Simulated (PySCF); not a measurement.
Input of a response calculation (the driver script's job line, then coordinates in Å):

```
{"job": {"kind": "uv", "xc": "B3LYP", "basis": "def2-SVPD", "nstates": 8, "ntriplets": 3}, "charge": 0, "multiplicity": 1}
Br     2.770337     0.236382     0.220079
C      0.910881     0.000068     0.069119
C      0.202080    -1.209997    -0.011357
N     -1.087132    -0.969890    -0.107763
N     -1.225082     0.350985    -0.092524
C     -0.044701     0.991697     0.013449
H      0.585126    -2.209331    -0.001166
H     -2.144938     0.758444    -0.156214
H      0.046991     2.057636     0.041197
```

Its output, with some lines taken out ([cut]):

```
coarse grid: 40528 points
cycle   1  E = -2799.2929935955  dE =  7.262e-02  |g| = 3.259e-01  |ddm| = 5.597e+00
cycle   2  E = -2799.2740379412  dE =  1.896e-02  |g| = 4.422e-01  |ddm| = 1.459e+00
cycle   3  E = -2799.3167073482  dE = -4.267e-02  |g| = 1.043e-01  |ddm| = 8.351e-01
cycle   4  E = -2799.3188546358  dE = -2.147e-03  |g| = 3.297e-02  |ddm| = 1.720e-01
cycle   5  E = -2799.3191077606  dE = -2.531e-04  |g| = 8.310e-03  |ddm| = 6.151e-02
cycle   6  E = -2799.3191237589  dE = -1.600e-05  |g| = 2.499e-03  |ddm| = 2.259e-02
cycle   7  E = -2799.3191251336  dE = -1.375e-06  |g| = 7.582e-04  |ddm| = 5.581e-03
final grid: 84800 points
cycle   8  E = -2799.3191089466  dE =  2.370e-07  |g| = 1.280e-03  |ddm| = 7.684e-03
cycle   9  E = -2799.3191079633  dE =  9.833e-07  |g| = 2.393e-03  |ddm| = 5.542e-03
cycle  10  E = -2799.3191093414  dE = -1.378e-06  |g| = 2.764e-04  |ddm| = 4.000e-03
cycle  11  E = -2799.3191093607  dE = -1.929e-08  |g| = 2.396e-05  |ddm| = 4.978e-04
cycle  12  E = -2799.3191093608  dE = -1.614e-10  |g| = 8.385e-06  |ddm| = 5.163e-05
converged SCF energy = -2799.3191093608

Static polarisability (au): isotropic 68.166, principal 45.756 68.254 90.489

Singlet excitations
state   eV       nm        f      main configurations
[cut]
  2   6.0175    206.0   0.05036   H->L+1 0.89
[cut]
[cut]
  5   6.4902    191.0   0.00559   H-2->L+1 0.88, H-3->L+1 0.11
  6   6.4980    190.8   0.00306   H-2->L 0.93
  7   6.8177    181.9   0.03864   H->L+3 0.65, H-1->L+1 0.29
[cut]

[cut]
```

Method used: PySCF 2.14.0, density-fitted response routines, TDDFT B3LYP/def2-SVPD, vertical, gas phase, core orbitals frozen in the response. Isolated species at its GFN2-xTB geometry, gas phase. The B3LYP/def2-SVPD calculation is non-relativistic and has no spin–orbit coupling, an omission that weighs most on bromine.

What stood in the cut lines?

```
  1   5.3604    231.3   0.00026   H->L 0.98
  3   6.3467    195.4   0.00103   H->L+2 0.56, H-1->L 0.43
  4   6.4061    193.5   0.00179   H-1->L 0.56, H->L+2 0.43
  8   6.8762    180.3   0.00608   H->L+4 0.98
Triplet excitations (Tamm-Dancoff, eV): 4.5654 4.8935 5.1911
```

What transition dipole goes with state 2?

|μ|² = 3f / (2ΔE) = 3 × 0.0504 / (2 × 0.2211) = 0.342 au, so |μ| = 1.49 D.

Which orbital energies lie behind H and L?

HOMO -6.85 eV and LUMO -0.36 eV, a gap of 6.49 eV; state 1 differs from that by -1.13 eV.

Give the mean polarisability in Å³.

68.17 au × 0.148185 = 10.10 Å³.

Which species is it?

`Brc1cn[nH]c1` (C3H3BrN2), point group Cs.

The SCF starts on a coarse grid; the energy jumps when the final grid takes over, and dE counts afresh there. H and L stand for HOMO and LUMO.

Time: 25 s wall. Hardware: one thread of an Arm Neoverse V1, on a shared host.
